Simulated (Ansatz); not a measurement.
`BC(B)(C)O`, relaxed with RKS PBE0-D4/def2-TZVP in Ansatz 0.2.0 from a PBE-D4/def2-SVP geometry. The force threshold is 0.005 eV/Å; the program also tests the step.

Total charge 0; spin multiplicity 1.

Start:

```xyz
13

B     1.304   -0.649    0.885
C     0.136    0.255    0.525
B     0.258    0.161   -1.061
C    -1.199   -0.374   -0.001
O    -0.017    1.517    1.119
H     2.324   -0.156    1.326
H     1.242   -1.844    0.662
H     0.684   -0.797   -1.667
H     0.053    1.215   -1.639
H    -2.032    0.255    0.358
H    -1.312   -1.445    0.234
H    -1.323   -0.314   -1.151
H    -0.119    2.177    0.408
```

| step | energy (eV) | largest force (eV/Å) | largest move (Å) |
| --- | --- | --- | --- |
| 1 | -5597.8283 | 0.585 | 0.000 |
| 2 | -5597.8760 | 0.211 | 0.033 |
| 3 | -5597.8812 | 0.191 | 0.047 |
| 4 | -5597.8842 | 0.059 | 0.018 |
| 5 | -5597.8855 | 0.096 | 0.050 |
| 6 | -5597.8873 | 0.044 | 0.018 |
| 7 (rejected) | -5597.8862 | 0.142 | 0.055 |
| 8 | -5597.8881 | 0.008 | 0.027 |
| 9 | -5597.8883 | 0.017 | 0.019 |
| 10 | -5597.8883 | 0.007 | 0.004 |
| 11 | -5597.8883 | 0.012 | 0.007 |
| 12 | -5597.8883 | 0.008 | 0.002 |
| 13 | -5597.8883 | 0.008 | 0.000 |
| 14 (rejected) | -5597.8883 | 0.008 | 0.001 |
| 15 | -5597.8883 | 0.004 | 0.001 |

End:

```xyz
13

B     1.288   -0.654    0.931
C     0.173    0.252    0.456
B     0.238    0.190   -1.112
C    -1.174   -0.388   -0.004
O    -0.001    1.507    1.060
H     2.236   -0.190    1.491
H     1.247   -1.821    0.669
H     0.635   -0.758   -1.714
H    -0.006    1.221   -1.673
H    -1.975    0.196    0.441
H    -1.241   -1.451    0.202
H    -1.370   -0.283   -1.119
H    -0.050    2.178    0.374
```

It took 42 s on 4 threads of a server CPU on a shared host, with 0.49 GiB of host memory at the peak.
